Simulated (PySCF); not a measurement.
Species: CH₇FSi₂.
Bonds: F1–Si2, Si2–C3, C3–Si4. Hydrogens: H5, H6 on Si2; H7, H8 on C3; H9, H10, H11 on Si4.

Torsions of this conformer, `[F:1][SiH2:2][CH2:3][SiH3:4]`: F1–Si2–C3–Si4 -57°.

The closed-shell ground state was solved at several levels (PySCF, density fitting, gas phase, non-relativistic). One conformer (not necessarily the lowest) at the PBE0-D3(BJ)/def2-SVP geometry, without solvent, vibrations or thermal averaging.

```
        level  basis functions  total energy (Eh)  HOMO (eV)  LUMO (eV)  gap (eV)  dipole (D)
 B3LYP/6-31G*               78          -721.2024      -8.52       0.43      8.95        1.88
PBE0/pcSseg-1              117          -720.7753      -8.98       0.39      9.37        1.98
 PBE/pcSseg-2              256          -720.8402      -7.64      -0.78      6.86        1.90
```

Q: What might CAM-B3LYP/def2-SVPD (147 basis functions) give for the same quantities?

A: Total energy -720.8861 Eh, HOMO -10.30 eV, LUMO 0.95 eV, gap 11.25 eV, dipole 2.02 D.

Q: Over all these levels, which gives the widest orbital gap and which the narrowest?

A: CAM-B3LYP/def2-SVPD (range-separated hybrid) has the widest, 11.25 eV, and PBE/pcSseg-2 (GGA) the narrowest, 6.86 eV. Functional and basis both differ between the two, so the spread mixes both effects.

Q: How far do the dipole and the HOMO energy spread over the levels?

A: The dipole runs from 1.88 to 2.02 D (mean 1.94 D) and the HOMO from -10.30 to -7.64 eV.
